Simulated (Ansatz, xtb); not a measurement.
# C4H4BClO: 10 structures ranked

10 gas-phase structures of C4H4BClO, from a drawn sample of its isomers (lower ones may exist). Each was relaxed with GFN2-xTB; where two conformers were screened, the lower at r2SCAN-D4/def2-SVP is listed:

A. `OB1C=CC(Cl)=C1`, a singlet
B. `OC1=CBC=C1Cl`, a singlet
C. `OC1=CB(Cl)C=C1`, a singlet
D. `OC1=CBC(Cl)=C1`, a singlet
E. `OC1=C(Cl)BC=C1`, a singlet
F. `OB1C=CC=C1Cl`, a singlet
G. `OC1=CC=C(Cl)B1`, a singlet
H. `OC1=CC=CB1Cl`, a singlet
I. `OC1=CC(Cl)=CB1`, a singlet
J. `OC1=C(Cl)C=CB1`, a singlet

Make a reasoned guess at their ranking by r2SCAN-D4/def2-SVP single-point energy.

Calculated order at r2SCAN-D4/def2-SVP: A (0.000), F (0.063), C (0.143), H (0.503), B (1.699), D (1.871), I (2.016), E (2.093), J (2.248), G (2.330) eV.

Energies above the lowest of each column, in eV; the last columns are at PBE-D3(BJ)/def2-SVP geometries and were run for some of them only (a dash: not run or not comparable):

| structure | GFN2-xTB | HF/STO-3G | r2SCAN-D4/def2-SVP | PBE-D3(BJ)/def2-SVP | CCSD(T)/def2-SVP + ΔMP2/def2-TZVPP |
| --- | --- | --- | --- | --- | --- |
| A | 0.000 | 0.051 | 0.000 | 0.000 | 0.000 |
| F | 0.015 | 0.000 | 0.063 | 0.050 | 0.056 |
| C | 0.207 | 0.355 | 0.143 | 0.114 | 0.291 |
| H | 0.447 | 0.701 | 0.503 | 0.428 | 0.662 |
| B | 1.023 | 1.820 | 1.699 | – | – |
| D | 1.129 | 1.942 | 1.871 | – | – |
| I | 1.221 | 2.150 | 2.016 | – | – |
| E | 1.300 | 1.940 | 2.093 | – | – |
| J | 1.379 | 2.163 | 2.248 | – | – |
| G | 1.347 | 2.084 | 2.330 | – | – |

CCSD(T)/def2-SVP + ΔMP2/def2-TZVPP puts A lowest of those it was run on; HF/STO-3G picks F. Flexible structures stand in one conformer each, not always the lowest. Frequencies (GFN2-xTB) were run for A, C, F, H alone. ΔMP2 is the change of the MP2 energy from the smaller to the larger basis.

Over these structures GFN2-xTB departs from r2SCAN-D4/def2-SVP by 0.384 eV on average once a common shift is removed. A GFN2-xTB relaxation took about 0.14 s and the r2SCAN-D4/def2-SVP energy about 4.2 s on a shared host (Ansatz 0.2.0, xtb 6.7.1).
